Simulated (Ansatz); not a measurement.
A single point on ClFH₇N₃Si₂ (`N[Si@H](F)N[Si@H](N)Cl`).

```yaml
crystal:
  periodic: [false, false, false]
  atoms:
    - {symbol: N, position_ang: [-0.450181, 1.875056, -0.034614]}
    - {symbol: Si, position_ang: [-1.272349, 0.564930, -0.768542]}
    - {symbol: F, position_ang: [-2.502445, 0.290140, 0.210440]}
    - {symbol: N, position_ang: [-0.199367, -0.750150, -0.929240]}
    - {symbol: Si, position_ang: [0.917778, -1.416146, 0.196537]}
    - {symbol: N, position_ang: [0.837460, -0.481318, 1.598776]}
    - {symbol: Cl, position_ang: [2.769883, -1.450391, -0.748036]}
    - {symbol: H, position_ang: [0.377241, 2.238766, -0.482316]}
    - {symbol: H, position_ang: [-0.992428, 2.619530, 0.376389]}
    - {symbol: H, position_ang: [-1.865772, 0.799916, -2.105678]}
    - {symbol: H, position_ang: [-0.207118, -1.189261, -1.839513]}
    - {symbol: H, position_ang: [0.677809, -2.837769, 0.517478]}
    - {symbol: H, position_ang: [1.253013, -0.773664, 2.465626]}
    - {symbol: H, position_ang: [0.656488, 0.510381, 1.542684]}
basis:
  gaussian: {orbitals: def2-QZVPP}
correlation: {method: mp2}
```

```sh
$ ansatz run in.yaml --threads 2 --pin off --events-out ev --progress --plain --max-ram 32768MiB --backend cuda --devices 0, --max-vram 18GiB
```

It prints (some lines left out):

```
Functional definition: HF
3855 factors; integrals over basis functions are off by at most 1.1e-3 eV
mean field evaluation 1: about -35495.5160 eV, gradient 6.1e1 eV
mean field evaluation 2: about -35495.7051 eV, gradient 6.1e1 eV
mean field evaluation 4: about -35502.9294 eV, gradient 4.2e0 eV
mean field evaluation 8: about -35503.0023 eV, gradient 2.7e-1 eV
mean field -35503.00261050 eV, -1304.7112811362 hartree, gradient 2.5e-6 eV, S^2 0.000000; 0 other end points of the search recorded, 0 dependent functions left out
19 core orbitals not correlated: weight in the atoms' cores, before any rotation towards them, 1.000 or more for the frozen orbitals, at most 0.000 for the correlated occupied ones
reference -35503.00261050 eV, -1304.7112811362 hartree; 22, 22 occupied and 607, 607 virtual orbitals, 3855 factors
second order -38.70142797 eV of doubles, -0.00000000 eV of singles
Total energy: -35541.70403846 eV, -1306.1335323812 hartree
```

Run time 13 s (2 threads of an AMD EPYC 7R13 on a shared host and a share of an NVIDIA H100 80 GB); peak host memory 1.2 GiB.
